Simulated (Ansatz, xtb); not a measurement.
**C5H7ClSi: which of two isomers lies lower**

Structure X: `[SiH3]C1=C(Cl)CC=C1`, a singlet. Structure Y: `[SiH3][C@@H]1C=CC(Cl)=C1`, a singlet. Both are isolated molecules in the gas phase, relaxed with B3LYP/def2-SVP.

X (Å):

```yaml
atoms:
  - { symbol: C, position_ang: [0.8217, -0.7445, 1.0236] }
  - { symbol: C, position_ang: [2.1689, -0.5703, 0.9789] }
  - { symbol: C, position_ang: [2.7790, -0.5813, 2.3526] }
  - { symbol: C, position_ang: [1.5765, -0.7915, 3.2306] }
  - { symbol: C, position_ang: [0.4722, -0.8819, 2.4562] }
  - { symbol: Cl, position_ang: [3.1322, -0.3552, -0.4467] }
  - { symbol: Si, position_ang: [-0.3568, -0.7994, -0.4391] }
  - { symbol: H, position_ang: [-0.0167, -1.9209, -1.3616] }
  - { symbol: H, position_ang: [-1.7404, -1.0052, 0.0797] }
  - { symbol: H, position_ang: [-0.3163, 0.4768, -1.2099] }
  - { symbol: H, position_ang: [3.3089, 0.3653, 2.5679] }
  - { symbol: H, position_ang: [3.5322, -1.3847, 2.4547] }
  - { symbol: H, position_ang: [1.6195, -0.8565, 4.3183] }
  - { symbol: H, position_ang: [-0.5481, -1.0348, 2.8138] }
```

Y (Å):

```xyz
14

C     1.5384   -0.0081    1.4059
C     2.3960   -1.2241    1.5603
C     1.7506   -2.1324    2.3371
C     0.4899   -1.5440    2.7706
C     0.3511   -0.2875    2.2706
Cl   -0.6428   -2.3804    3.7854
Si    0.9693    0.1318   -0.4260
H     2.1592    0.3492   -1.3010
H     0.2647   -1.1154   -0.8274
H     0.0565    1.3033   -0.5706
H     2.0555    0.9432    1.6297
H     3.3710   -1.3508    1.0877
H     2.0871   -3.1332    2.6075
H    -0.4853    0.3900    2.4370
```

**Question.** Estimate which is lower in electronic energy at CCSD(T)/def2-SVP + ΔMP2/def2-TZVPP, and by roughly how much.

**Answer.** Not settled: CCSD(T)/def2-SVP + ΔMP2/def2-TZVPP gives E(Y) − E(X) = −7.03 kJ/mol, but this leans on the basis-set step: CCSD(T) alone gives −1.41 kJ/mol.

The same difference at several levels:

| level | geometry | E(Y) − E(X) (kJ/mol) | departure from the last row (kJ/mol) | job, with rough time for the two |
| --- | --- | --- | --- | --- |
| GFN2-xTB | GFN2-xTB | −7.04 | −0.01 | optimisation, 0.88 s |
| HF/STO-3G | GFN2-xTB | +14.81 | +21.84 | single point, 3.8 s |
| r2SCAN-D4/def2-SVP | GFN2-xTB | −5.53 | +1.50 | single point, 21 s |
| B3LYP/def2-SVP | B3LYP/def2-SVP | −2.62 | +4.41 | optimisation, 3.5 min |
| HF/def2-SVP | B3LYP/def2-SVP | +1.65 | +8.68 | part of the CCSD(T) run |
| MP2/def2-SVP | B3LYP/def2-SVP | −6.95 | +0.08 | part of the CCSD(T) run |
| CCSD(T)/def2-SVP | B3LYP/def2-SVP | −1.41 | +5.62 | single point |
| CCSD(T)/def2-SVP + ΔMP2/def2-TZVPP | B3LYP/def2-SVP | −7.03 |  | single point, 4.9 min |

As drawn, both hold the same kinds of bond in the same numbers.

HF/STO-3G puts the two in the other order. HF/def2-SVP, CCSD(T)/def2-SVP find them nearly level. The largest departure from CCSD(T)/def2-SVP + ΔMP2/def2-TZVPP is that of HF/STO-3G, 21.84 kJ/mol. The last row adds to CCSD(T) the change of the MP2 difference between the two basis sets, here −5.62 kJ/mol.

With thermal terms from frequencies at re-optimised GFN2-xTB minima (ideal gas, soft modes damped towards free rotors, one conformer each, 298.15 K, 1 atm): the zero-point term adds +1.17 kJ/mol; ΔH is −6.76 and ΔG −4.54 kJ/mol.

The correlated steps freeze 15 core orbitals. Mirror images aren't counted in ΔG. Programs: Ansatz 0.2.0, xtb 6.7.1; the last row on 2 threads of AMD EPYC (Zen 3) on a shared host.
